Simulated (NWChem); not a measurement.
Molecule: CH$_{4}$ClFOSi; SMILES OC[Si@@H](F)Cl

```xyz
9

O      0.8005     2.2753     0.1133
C     -0.2423     1.5255    -0.5221
Si    -0.4576    -0.1427     0.3396
F     -1.8209    -0.8482    -0.1561
Cl     1.1181    -1.3993    -0.1049
H      0.4669     2.5941     0.9662
H      0.0729     1.3773    -1.5601
H     -1.1920     2.0834    -0.5582
H     -0.5114     0.0107     1.8119
```
Atoms are numbered in this order, from 1.

All runs use the structure optimised with B3LYP/6-31G* (spherical d).

 States above −ε(HOMO) = 6.5 eV lie in this functional's continuum and hang on the basis.

Question: List the 4 lowest vertical singlet excitations from PBE/6-31+G* (spherical d), TDA (NWChem).

Answer: 
```json
[
 {"state": "S1", "energy (eV)": "5.44", "oscillator strength": "0.006", "leading excitation (squared amplitude)": "HOMO → LUMO (0.98)"},
 {"state": "S2", "energy (eV)": "5.88", "oscillator strength": "0.001", "leading excitation (squared amplitude)": "HOMO → LUMO+1 (0.98)"},
 {"state": "S3", "energy (eV)": "6.12", "oscillator strength": "0.030", "leading excitation (squared amplitude)": "HOMO → LUMO+2 (0.98)"},
 {"state": "S4", "energy (eV)": "6.62", "oscillator strength": "0.042", "leading excitation (squared amplitude)": "HOMO → LUMO+3 (0.97)"}
]
```
